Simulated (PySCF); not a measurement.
**How the method changes the constants of BeGa⁺**

State: ¹Σ⁺ (singlet), closed shell. Set-up: Be cc-pVDZ, Ga cc-pVDZ-PP with ECP10; scalar-relativistic core potentials (PySCF 2.14). De refers to Be + Ga⁺ in their ground configurations, without counterpoise correction. A positive dipole points towards Ga; it is taken about the centre of mass and depends on that origin.

| Level | Re (Å) | ωe (cm⁻¹) | De (eV) | μ (D) | CPU s a point (SCF and correlation, without the integrals) |
| --- | --- | --- | --- | --- | --- |
| RHF-MP2 | 2.879 | 218 | 0.54 | n/a | 0.055 |
| RHF-SCS-MP2 | 2.916 | 206 | 0.488 | n/a | n/a |
| RHF-CCSD | 2.893 | 205 | 0.433 | n/a | n/a |
| RHF-CCSD(T) | 2.865 | 214 | 0.473 | n/a | 0.74 |
| PBE | 2.821 | 231 | 0.79 | -3.74 | 0.52 |
| BLYP | 2.891 | 207 | 0.68 | -3.66 | 0.38 |
| r²SCAN | 2.782 | 244 | 0.80 | -4.07 | 0.74 |
| PBE0 | 2.825 | 234 | 0.72 | -3.75 | 0.98 |
| r²SCAN0 | 2.803 | 240 | 0.74 | -3.98 | 0.68 |
| HSE06 | 2.820 | 235 | 0.75 | -3.80 | 0.92 |
| BHandHLYP | 2.891 | 213 | 0.59 | -3.63 | 0.37 |

(1) Which functional lies closest to RHF-CCSD(T) in De, which farthest, and by how much do they differ from it?

(2) What does a quarter of exact exchange do here, going from PBE to PBE0?

(3) What does the step from GGA to meta-GGA do here, going from PBE to r²SCAN?

Correlated steps freeze 4 core orbitals. Closed-shell solutions of metal pairs were not tested for spin polarisation, which can lower them a little. Correlated levels converge slowly with the basis: in double zeta they bind strong bonds too weakly, by up to about 1 eV, and carry superposition errors of some tenths. For an ion De counts to the pair picked by the measured ionisation energies or electron affinities, which need not be the lowest pair at this level.

The whole job (state search and all levels along the bond) took about 1.6 min on 1 thread of Arm Neoverse N1 (shared host), peak memory 0.45 GiB.

Results:

(1) Closest is BHandHLYP (+2.6 pm in Re, -0.5 % in ωe, +0.12 eV in De against RHF-CCSD(T) in the same basis), farthest r²SCAN (-8.3 pm in Re, +14.0 % in ωe, +0.33 eV in De). CCSD(T) converges more slowly with the basis than the functionals do and binds too weakly in this one, so the order can change at the basis-set limit.

(2) PBE0 less PBE: +0.4 pm in Re, +1.3 % in ωe, -0.07 eV in De. Exact exchange removes part of the self-interaction that spreads semilocal densities, and in most molecules shortens and stiffens the bond and lowers De; here Re goes the other way.

(3) r²SCAN less PBE: -3.9 pm in Re, +5.6 % in ωe, +0.01 eV in De.
